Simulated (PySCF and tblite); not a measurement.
Results of a calculation; reference values are marked as such.
System: C₆H₁₄P₂, numbered as in [CH2:1]=[P@@:2]([CH3:3])(/[CH:4]=[CH:5]/[CH3:6])[CH2:7][PH2:8].

The path came from a restrained scan, a climbing-image band and a saddle search at GFN2-xTB; energies are PBE0/pcSseg-1 + D3(BJ), IEF-PCM chloroform//GFN2-xTB, thermal terms GFN2-xTB. Rates follow Eyring's equation with the number of equivalent paths and no tunnelling. (PySCF 2.14 with density fitting, tblite 0.8.)

Q: How high is the barrier to the rotation about the P2–C1 bond (torsion C3–P2–C1–H from -178° to -55°, rising), through which structure does it pass, and what rate follows at 298 K?

A: The electronic barrier is 4.0 kcal/mol and ΔG‡(298 K) 3.6 kcal/mol, over a C1 saddle with an imaginary mode of 279i cm⁻¹ (GFN2-xTB). With 1 equivalent path, k is 1.3×10¹⁰ s⁻¹, a mean lifetime of the start of 76 ps against this motion. The end lies 0.2 kcal/mol above the start in free energy.
